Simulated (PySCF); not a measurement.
**Broadened absorption spectrum of C5H9NO**

C5H9NO.
SMILES: `CO[C@@H]1C=NCC1`

Computed, not measured: PySCF, TDDFT PBE0/def2-SVPD, vertical, gas phase, core orbitals frozen in the response. The structure is a single GFN2-xTB conformer in the gas phase; no vibrational or solvent corrections.

Each state is given a Gaussian of 0.3 eV full width at half maximum, with ε(max) = 2.175×10⁸ f / Δν̃ (Δν̃ the width in cm⁻¹). The cross-section is σ = 3.8235×10⁻²¹ ε cm², given in Mb (10⁻¹⁸ cm²). The width is an assumption, not a result. The curve ends short of the highest state used, and states not computed would add to its high-energy end.

(λ (nm), σ (Mb)): (176.3, 6.78), (179.1, 3.04), (181.9, 0.83), (184.7, 0.13), (187.4, 0.03), (190.2, 0.16), (193.0, 0.71), (195.8, 1.82), (198.6, 2.77), (201.4, 2.60), (204.2, 1.57), (206.9, 0.65), (209.7, 0.18), (212.5, 0.04), (215.3, 0.01), (218.1, 0.01), (220.9, 0.03), (223.7, 0.09), (226.5, 0.26), (229.2, 0.50), (232.0, 0.77), (234.8, 0.90), (237.6, 0.82), (240.4, 0.60), (243.2, 0.35), (246.0, 0.17), (248.7, 0.07), (251.5, 0.02), (254.3, 0.01), (257.1, 0.00)

(1) Locate the maxima and give the states behind the curve.

(2) Coming from long wavelengths, where does ε first pass 100 L mol⁻¹ cm⁻¹?

(3) On this curve, what absorbance would a 10⁻⁵ mol/L sample give at 254 nm over a 1 cm path?

## Answers

(1) 235 nm (5.27 eV), ε about 230, made up of S1 (100%); 200 nm (6.21 eV), ε about 750, made up of S2 (100%) (ε in L mol⁻¹ cm⁻¹; maxima over ε = 5, shares over 10%). At its high-energy end, 7.03 eV, the curve is still rising (ε about 1700, from S3 and S4). The states used: S1 5.27 eV (f 0.0026); S2 6.21 eV (f 0.0083); S3 7.05 eV (f 0.012); S4 7.21 eV (f 0.018); S5 7.44 eV (f 0.133); S6 7.63 eV (f 0.011).

(2) At about 243 nm (5.11 eV), 0.17 eV below S1.

(3) 254 nm is 4.881 eV, where ε is about 2.1 L mol⁻¹ cm⁻¹, so A = ε c l ≈ 2.1e-05 (Beer–Lambert, with the gas-phase spectrum and the assumed width).

Time: 31 s wall; peak memory 0.87 GiB. Hardware: one thread, Arm Neoverse V2 (aarch64) (shared host).
